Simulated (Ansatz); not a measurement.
C3H9AlS, SMILES `[CH3][Al]([CH3])[CH2]S`, relaxed with RKS PBE0-D4/def2-TZVP in Ansatz 0.2.0 from a PBE-D4/def2-SVP geometry. The force threshold is 0.005 eV/Å; the program also tests the step.

Total charge 0; spin multiplicity 1.

Start:

```xyz
14

C     0.258    2.115    0.058
Al    0.057    0.160    0.197
C    -1.450   -0.723    1.115
C     1.490   -0.979   -0.556
S     0.373   -0.997   -2.080
H     0.587    2.550    1.027
H     1.011    2.411   -0.702
H    -0.700    2.611   -0.204
H    -1.388   -0.558    2.213
H    -2.432   -0.315    0.793
H    -1.475   -1.823    0.959
H     1.741   -2.018   -0.270
H     2.409   -0.466   -0.904
H    -0.481   -1.967   -1.645
```

Question: How much energy does the relaxation release, and in how many steps? (Best estimate.)

Answer: Computed: 5.78 kJ/mol, in 7 steps.

Question: Which bonds change most? (Best estimate.)

Answer: Computed: Al2–S5 from 2.573 to 2.520 Å; C4–S5 from 1.889 to 1.858 Å; S5–H14 from 1.364 to 1.344 Å; C4–H12 from 1.106 to 1.087 Å.

Question: Give the relaxed structure. (Best estimate.)

Answer: The calculation gave: 
```xyz
14

C     0.257    2.095    0.056
Al    0.047    0.154    0.180
C    -1.442   -0.721    1.106
C     1.477   -0.972   -0.552
S     0.376   -0.975   -2.048
H     0.606    2.511    1.007
H     0.985    2.383   -0.708
H    -0.688    2.593   -0.181
H    -1.389   -0.527    2.183
H    -2.412   -0.345    0.768
H    -1.442   -1.808    0.978
H     1.718   -1.995   -0.273
H     2.384   -0.465   -0.884
H    -0.476   -1.928   -1.632
```
